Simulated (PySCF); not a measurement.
Two-dimensional NMR puzzle

Compound of formula C₄H₁₀F₂OSi₂. Correlations simulated from computed shifts and the bond graph:

HSQC (one-bond C–H):
| δH | δC |
| --- | --- |
| 5.24 | 119.1 |
| 4.10 | 69.0 |
| 1.45 | 17.8 |

COSY cross peaks (H two or three bonds apart, from the bond graph; peaks can be absent where the dihedral angle is near 90°):
| δH | δH |
| --- | --- |
| 5.24 | 5.21 |
| 4.10 | 1.45 |

HMBC (two and three bonds, from the bond graph):
| δH | δC |
| --- | --- |
| 5.24 | 184.7 |
| 5.21 | 184.7, 119.1 |
| 4.32 | 184.7, 119.1 |
| 4.10 | 184.7, 17.8 |
| 1.45 | 69.0 |

Carbons without hydrogens: δ 184.7.

- GIAO PBE0/pcSseg-1 shieldings
- GFN2-xTB structure
- program: PySCF
- one conformer, equivalent nuclei averaged, non-relativistic Hamiltonian, isolated molecule

δ = σ(ref) − σ, references computed at the same level: TMS for $^{1}$H (σref 31.72), $^{13}$C (σref 186.93).

Exchangeable hydrogens are left out of these lists.

Assemble the structure.

## Answers

SMILES CCO/C([SiH3])=C\[SiH](F)F.

Atoms are numbered as in `[CH3:1][CH2:2][O:3]/[C:4]([SiH3:5])=[CH:6]\[SiH:7]([F:8])[F:9]` (H(Xn): hydrogen on atom n).

δC 184.7 is C4, an alkene carbon bearing oxygen. δC 119.1 is C6, a β carbon of an enol-ether or enamine type C=C (δH 5.24). δC 69.0 is C2, an sp3 CH2 bonded to O (δH 4.10). δC 17.8 is C1, a methyl carbon (δH 1.45). HMBC from δH 5.24 reaches the proton-free carbon C4. HMBC from δH 5.21 reaches the proton-free carbon C4. HMBC from δH 4.32 reaches the proton-free carbon C4. HMBC from δH 4.10 reaches the proton-free carbon C4. COSY links 5.24–5.21, 4.10–1.45.

This is the structure that produced the data.

Shifts are as computed. Against solution values, carbons near 30 ppm lie about +3 ppm off and those near 130 ppm about +5 ppm. Of 1211 compounds with measured shifts, 218 miss one by over three times the rms of a fit or turn the order of signals round; such compounds aren't used in these exercises.
